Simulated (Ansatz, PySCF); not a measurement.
This triplet is an excited state, 1.20 eV above the relaxed singlet at the level frozen-core CCSD(T)/cc-pVTZ // PBE0-D3(BJ)/def2-TZVP (Ansatz, a quantum-chemistry and plane-wave program).

Z-matrix (Å, degrees):
```
C
O 1 1.2188
H 1 1.0998 2 124.78
Si 1 1.8973 3 118.01 2 -180.00
O 4 1.6395 1 108.84 3 180.00
H 5 0.9625 4 117.55 1 0.00
```
Charge 0, spin multiplicity 3.

Problem. Give the highest occupied spin orbital, dipole moment and total energy at the level PBE0-D3(BJ)/def2-TZVP run with PySCF 2.14.0.

Solution. 
The highest occupied spin orbital is -5.53 eV and the dipole moment comes out as 1.02 D. The total energy comes out as -478.9530 Ha.
